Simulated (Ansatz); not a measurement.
A nudged elastic band was laid between two geometries of Cl3GeH + H4OSi (11 atoms, charge 0, multiplicity 1).

Method: RKS PBE/def2-SVP in Ansatz.

- movable images: 5
- climbing image: yes
- spring: 5.0 eV/Å²
- optimiser: quadratic models (default)
- start path: through a guess of the saddle point
- force threshold: 0.03 eV/Å
- iteration limit: 60
- end points: relaxed

Image 0:

```xyz
11
Properties=species:S:1:pos:R:3
Ge 0.776 0.132 -0.066
Cl 0.091 -0.296 1.960
H 2.315 0.046 -0.072
Cl 0.125 2.103 -0.617
Cl -0.049 -1.336 -1.408
O -2.807 0.253 0.538
Si -3.798 -1.078 0.264
H -3.024 -2.372 0.193
H -4.853 -1.235 1.334
H -4.475 -0.826 -1.050
H -2.197 0.176 1.296
```

Image 6:

```xyz
11
Properties=species:S:1:pos:R:3
Ge -0.283 -0.069 -0.474
Cl -0.493 0.456 3.214
H 0.984 -0.164 0.387
Cl -0.616 1.924 -1.230
Cl -0.245 -1.441 -2.150
O -1.695 -0.528 0.533
Si -3.255 -1.039 0.052
H -3.236 -2.500 -0.289
H -4.137 -0.790 1.237
H -3.714 -0.237 -1.131
H -1.206 -0.046 2.223
```

Problem. What changes between the two ends?

Solution. Bonds broken: Ge1–Cl2, O6–H11. Bonds formed: Ge1–O6, Cl2–H11. Cl3GeH + H4OSi becomes Cl2GeH4OSi + ClH.

Problem. Give the energies along the band, and the barrier.

Solution. It converged. The highest image is number 4 of 0 to 6, 13.1 kcal/mol above the first end and 10.4 kcal/mol above the last; the last end lies 2.7 kcal/mol above the first. A vibrational analysis at the climbing image gives one clearly imaginary mode, 269i cm⁻¹: a first-order saddle point. The orbitals stay closed-shell, which can raise the energy where a bond breaks towards radicals; this wasn't checked here.

| image | path coordinate (Å) | energy (kcal/mol) | Ge1–Cl2 (Å) | O6–H11 (Å) | Ge1–O6 (Å) |
| --- | --- | --- | --- | --- | --- |
| 0 | 0.00 | 0.0 | 2.18 | 0.98 | 3.64 |
| 1 | 0.99 | 0.4 | 2.18 | 0.98 | 3.29 |
| 2 | 1.97 | 5.0 | 2.22 | 0.98 | 2.58 |
| 3 | 2.96 | 9.5 | 2.30 | 0.99 | 2.12 |
| 4 | 3.94 | 13.1 | 2.64 | 1.15 | 1.91 |
| 5 | 4.90 | 3.3 | 3.48 | 1.77 | 1.80 |
| 6 | 5.87 | 2.7 | 3.73 | 1.82 | 1.79 |

Problem. What is the geometry of the highest image?

Solution. 
```xyz
11
Properties=species:S:1:pos:R:3:forces:R:3
Ge -0.169 0.028 -0.098 0.00 0.00 0.00
Cl -0.323 0.904 2.389 0.00 0.00 0.00
H 1.135 -0.636 0.366 0.00 0.00 0.00
Cl -0.172 2.041 -0.865 0.00 0.00 0.00
Cl -0.667 -1.140 -1.922 0.00 0.00 0.00
O -1.825 -0.462 0.723 0.00 0.00 0.00
Si -3.288 -1.181 0.104 0.00 0.00 0.00
H -3.042 -2.620 -0.214 0.00 0.00 0.00
H -4.226 -1.038 1.263 0.00 0.00 0.00
H -3.767 -0.404 -1.079 0.00 0.00 0.00
H -1.552 0.075 1.705 -0.01 -0.01 -0.01
```

Problem. What are the harmonic wavenumbers there?

Solution. 269i, 34, 78, 114, 139, 158, 170, 192, 317, 362, 418, 450, 577, 656, 664, 697, 771, 820, 859, 905, 913, 987, 1638, 2136, 2200, 2221, 2234 cm⁻¹.

Time of the run: 4 min on 4 threads of Arm Neoverse V2 (shared host), peak memory 0.24 GiB.
